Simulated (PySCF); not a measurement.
Cd(OH)(NH2) (CdH₃NO), SMILES [OH][Cd][NH2].

Geometry optimised at PBE0-D3(BJ)/def2-TZVP. The def2 effective core potentials stand for the cores of Cd; spin–orbit coupling is left out. The values are those of a single conformer.

Level of theory: r2SCAN/def2-TZVPD run with PySCF.

Symmetry labels are those of the subgroup Cs that the program uses (full group Cs).

Computed valence orbital energies around the gap with their symmetry:
```tsv
orbital	symmetry	energy (eV)
HOMO−7	A"	-13.18
HOMO−6	A'	-13.17
HOMO−5	A"	-11.35
HOMO−4	A'	-10.53
HOMO−3	A'	-8.71
HOMO−2	A'	-7.45
HOMO−1	A"	-6.66
HOMO	A'	-6.12
LUMO	A'	-1.60
LUMO+1	A"	-0.31
LUMO+2	A'	-0.24
LUMO+3	A'	0.83
```
